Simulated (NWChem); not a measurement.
System: C2H7NOSi; SMILES C1[SiH](N)CO1

```xyz
12

N     -0.5747     1.9662     0.0000
Si     0.4468     0.5626     0.0000
C     -0.0741    -0.8662     1.1368
O     -0.2567    -1.7214     0.0000
C     -0.0741    -0.8662    -1.1368
H     -0.5803     2.5550     0.8279
H     -0.5803     2.5550    -0.8279
H      1.9178     0.8700     0.0000
H     -1.0192    -0.7203     1.6927
H      0.6715    -1.2879     1.8335
H      0.6715    -1.2879    -1.8335
H     -1.0192    -0.7203    -1.6927
```
Atoms are numbered in this order, from 1.

All runs: NWChem. All runs use the structure optimised with PBE0/def2-SVP. Not confirmed as a minimum by frequencies. Atomic charges in e: unrestrained fits to the electrostatic potential beside Mulliken populations; buried atoms are poorly determined by the fit.

### Question
What does the run give for B3LYP/def2-SVP? Quantities: ESP N1; Mulliken N1; ESP Si2; Mulliken Si2; ESP C3; Mulliken C3; ESP O4; Mulliken O4; ESP C5; Mulliken C5; relative RMS misfit of the potential (%).

### Answer
The ESP N1 comes out as -0.89, the Mulliken N1 is -0.34 and the ESP Si2 is 0.57. The Mulliken Si2 comes out as 0.46, the ESP C3 is 0.14 and the Mulliken C3 is 0.04. The ESP O4 is -0.41, the Mulliken O4 is -0.41 and the ESP C5 comes out as 0.12. The Mulliken C5 comes out as 0.04 and the relative RMS misfit of the potential (%) comes out as 29.
